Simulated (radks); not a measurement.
Valence configurations of Hg. Method: scalar-relativistic Kohn-Sham, BLYP, spin-unpolarised, spherical densities, point nucleus; computed with a radial shooting solver on a logarithmic mesh with Libxc functionals. Energies are relative to [Hg]; eigenvalues in eV.

valence,E (eV),e(4f),e(5d),e(6p),e(6s)
[Hg],0.000,-95.739,-9.703,-,-6.790
[Xe] 4f14 5d10 6s1 6p1,6.000,-97.949,-11.844,-2.067,-8.357
[Xe] 4f14 5d9 6s2 6p1,10.193,-101.35,-14.110,-2.351,-9.197
[Xe] 4f13.5 5d10 6s2 6p0.5,49.375,-104.56,-12.569,-1.769,-8.104
[Xe] 4f13 5d10 6s2 6p1,102.88,-113.50,-15.414,-2.350,-9.300
[Xe] 4f13 5d9 6s2 6p2,117.56,-119.18,-19.697,-3.399,-11.378
[Xe] 4f12.5 5d10 6s2 6p1.5,160.61,-122.60,-18.281,-2.893,-10.430
[Xe] 4f12.5 5d9 6s2 6p2.5,177.63,-128.36,-22.566,-3.903,-12.423
[Xe] 4f12 5d10 6s2 6p2,222.66,-131.87,-21.186,-3.415,-11.518
[Xe] 4f11.5 5d10 6s2 6p2.5,289.12,-141.30,-24.136,-3.926,-12.577

NIST lists [Hg] as the ground configuration; this level of theory agrees among the configurations tried. The energies are those of spherical spin-averaged densities, not of single terms.
